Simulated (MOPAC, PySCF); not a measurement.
C2H6OSi, SMILES `C1C[SiH2]O1`, neutral singlet in the gas phase. 

Cartesian coordinates (Å):
SMILES: O1[SiH2]CC1
```xyz
10

C      0.3509     1.0747     0.1470
C      0.7674    -0.4131     0.3136
Si    -0.9475    -0.7280    -0.3907
O     -0.9960     0.9429    -0.4058
H      0.9771     1.6267    -0.5554
H      0.3024     1.6221     1.0895
H      0.9452    -0.7109     1.3447
H      1.6187    -0.7062    -0.2970
H     -1.9643    -1.3574     0.4870
H     -1.0539    -1.3509    -1.7327
```
Charge 0, multiplicity 1.

All levels are single points at this geometry (B3LYP-D3(BJ)/def2-TZVP); Pople sets use spherical d functions. Orbital energies aren't observables, and empty levels follow the basis.

```tsv
level	HOMO (eV)	LUMO (eV)	gap (eV)	dipole (D)	vertical IE, Delta-SCF (eV)
B3LYP-D3(BJ)/def2-TZVP in PySCF	-7.65	-0.34	7.30	1.82	10.09
PBE-D3(BJ)/def2-TZVP in PySCF	-6.36	-1.00	5.35	1.73	9.72
B3LYP/6-31G* in PySCF	-7.34	0.07	7.41	1.94	9.92
PBE/6-31G* in PySCF	-6.02	-0.62	5.40	1.86	9.56
HF/STO-3G in PySCF	-8.51	11.14	19.65	1.68	–
PM7 in MOPAC	-10.55	0.28	10.83	2.14	–
```
